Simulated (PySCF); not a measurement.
Level of theory: B3LYP-D3(BJ)/def2-TZVP // PBE0-D4/def2-TZVP (PySCF 2.14.0). Gas-phase values, no solvent. B3LYP has the VWN-RPA correlation part, as in Gaussian. 

Reference species (SMILES): `[SiH3][Al]([SiH3])[SiH3]` (neutral, multiplicity 1).

```yaml
dipole_moment: 0.13 D
```

Changed species: `[AlH2][SiH3]` (whole molecule; the reference has whole molecule).

What does the change do to the dipole moment?

the dipole moment rises by 0.13 D, to 0.26 D.
